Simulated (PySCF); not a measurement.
A calculated (PBE0, PySCF 2.14, x2c-SVPall, scalar relativity by spin-free X2C-1e) atom or ion has these occupied shells.

```tsv
shell	electrons	orbital energy (eV)	rms radius, mean of both spins (bohr)
1s α	1	-4024.4	0.0889
1s β	1	-4024.1	0.0889
2s α	1	-466.82	0.394
2s β	1	-466.53	0.394
2p α	3	-384.95	0.363
2p β	3	-384.48	0.363
3s α	1	-85.921	1.23
3s β	1	-83.592	1.23
3p α	3	-64.419	1.35
3p β	2	-62.887	1.35
```

Question: Name the element and its charge.

Answer: Ca³⁺ (calcium, charge +3), in [Ne] 3s2 3p5, 2P determinant.
